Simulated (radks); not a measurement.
All-electron atom: Rh4+ in [Kr] 4d5.

Method: scalar-relativistic Kohn-Sham, r2SCAN, spin-unpolarised, spherical densities, finite nucleus; meta-GGA in the generalised Kohn-Sham scheme; Fermi nuclear charge, rms radius 4.4945 fm; computed with a radial shooting solver on a logarithmic mesh with Libxc functionals.

Energy parts (hartree):
part                        energy
total                  -4780.77833
kinetic                 4951.57040
electron-nucleus      -11458.67467
Hartree                 1863.57206
exchange-correlation    -137.24612

Orbitals (lengths in bohr, moments of r in powers of bohr; <r^-3> diverges for s and p1/2):
orbital	occ.	eigenvalue (hartree)	<r^-3>	<r^4>
1s	2	-850.3930	-	5.378e-06
2s	2	-125.5069	-	0.0009693
2p	6	-112.5885	3245	0.0006959
3s	2	-24.28118	-	0.04644
3p	6	-19.99671	567.1	0.05037
3d	10	-13.16654	76.49	0.05079
4s	2	-5.05098	-	1.669
4p	6	-3.81498	92.16	2.444
4d	5	-2.00622	8.556	6.591

The highest occupied level is 4d at -54.592 eV. Summed over all electrons, <r^2> = 22.79 bohr^2, which gives a Langevin (diamagnetic) susceptibility term of -18 x 10^-6 cm^3/mol. The electron density at the nucleus is 1.237e+05 e/bohr^3 (large components only). The density falls to 0.001 e/bohr^3 at r = 2.96 bohr.
